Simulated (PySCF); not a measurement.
Species: C5H5NO.
SMILES: `N#C[C@@H]1C=COC1`

Vertical excitations from PySCF (density fitting, frozen core in the response, grid level 2 and gas phase unless stated; continuum runs use non-equilibrium linear response for the excitations) on a GFN2-xTB geometry. Reference run:

```
                              settings    S1, eV (f)    S2, eV (f)    S3, eV (f)    S4, eV (f)    S5, eV (f)    S6, eV (f)  T1, eV (Tamm–Dancoff)  mean α (au)
PBE0/def2-SVPD, full TDDFT, 6 singlets  6.03 (0.059)  6.18 (0.055)  6.65 (0.034)  6.87 (0.017)  7.22 (0.004)  7.42 (0.001)                   4.06         61.3
```

Task: What do these settings give: (1) LDA/6-31G*, full TDDFT, 1 singlet; (2) PBE0/pcseg-1, full TDDFT, 25 singlets; (3) PW91/def2-SVPD, IEF-PCM benzene, full TDDFT, 1 singlet?

Result: 
| settings | S1, eV (f) | S2, eV (f) | S3, eV (f) | S4, eV (f) | S5, eV (f) | S6, eV (f) | T1, eV (Tamm–Dancoff) | mean α (au) |
| --- | --- | --- | --- | --- | --- | --- | --- | --- |
| LDA/6-31G*, full TDDFT, 1 singlet | 5.34 (0.023) | – | – | – | – | – | 4.22 | 52.5 |
| PBE0/pcseg-1, full TDDFT, 25 singlets | 6.19 (0.107) | 6.42 (0.003) | 6.92 (0.064) | 7.30 (0.005) | 7.81 (0.002) | 7.96 (0.006) | – | 53.8 |
| PW91/def2-SVPD, IEF-PCM benzene, full TDDFT, 1 singlet | 5.12 (0.016) | – | – | – | – | – | 4.02 | 72.1 |

(1) S1 moves by -0.69 eV; functional and basis change together, so the shift can't be laid on one. (2) S1 moves by +0.16 eV. (3) S1 moves by -0.91 eV; functional and environment change together, so the shift can't be laid on one. States are counted by energy in each run and needn't keep their character from row to row.

All basis functions are spherical, in the Pople sets too.

Task: Which orbital pairs make up S1 in each run, and how does it sit against the orbital gap?

Result: 
```tsv
settings	S1 configurations (weight)	S1 (eV)	orbital gap (eV)	S1 − gap (eV)
PBE0/def2-SVPD, full TDDFT, 6 singlets	H→L 0.54, H→L+1 0.39	6.03	6.94	-0.91
LDA/6-31G*, full TDDFT, 1 singlet	H→L 0.51, H→L+1 0.29, H→L+2 0.18	5.34	4.70	+0.64
PBE0/pcseg-1, full TDDFT, 25 singlets	H→L 0.85, H→L+2 0.10	6.19	7.01	-0.82
PW91/def2-SVPD, IEF-PCM benzene, full TDDFT, 1 singlet	H→L+1 0.87, H→L 0.09	5.12	4.66	+0.46
```

Geometry: GFN2-xTB; no vibrations or thermal averaging.
